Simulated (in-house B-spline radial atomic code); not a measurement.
## Binding energies in V3+

NIST's tabulated ground configuration is [Ar] 3d2; each binding energy is the energy of the ion with one electron taken from that subshell, relaxed, less that of the parent. All numbers are computed (Dirac-Hartree-Fock, average of configuration; Fermi nucleus of rms radius 3.6002 fm) with a B-spline radial code for spherical atoms, not measured. Energies include first-order Breit, QED and recoil terms.

```csv
subshell,X-ray name,binding energy (eV),-ε (eV),relaxation (eV)
1s,K,5515.5,5557.8,34.6
2s,L1,680.4,693.2,12.3
2p1/2,L2,572.3,586.5,13.7
2p3/2,L3,565.4,579.3,13.5
3s,M1,119.5,121.7,2.1
3p1/2,M2,87.2,89.22,1.98
3p3/2,M3,86.34,88.30,1.94
3d,"M4,5",44.53,45.83,1.31
```

Relaxation = -ε minus the binding energy without Breit, QED and recoil terms.

Emission lines follow as differences of binding energies, with λ = 12398.42 eV·Å / E:

| line | holes | energy (eV) | wavelength (Å) |
| --- | --- | --- | --- |
| K-L3 | 1s → 2p3/2 | 4950.1 | 2.5047 |
| K-L2 | 1s → 2p1/2 | 4943.2 | 2.5082 |
| K-M3 | 1s → 3p3/2 | 5429.2 | 2.2837 |
| L1-M3 | 2s → 3p3/2 | 594.1 | 20.871 |
| L3-M1 | 2p3/2 → 3s | 445.9 | 27.805 |

Q: What screening constant σ does Moseley's law, E = (3/4)·13.6057 eV·(Z - σ)², need for K-L3?

A: σ = 0.98.

Q: What does it cost to remove both a 1s and a 3d electron?

A: 5583.2 eV, which is 23.11 eV more than the two single binding energies together.

Q: What does it cost to remove both a 2s and a 2p3/2 electron?

A: 1298.2 eV, which is 52.43 eV more than the two single binding energies together.

Q: What does it cost to remove both a 2p3/2 and a 3s electron?

A: 711.06 eV, which is 26.16 eV more than the two single binding energies together.
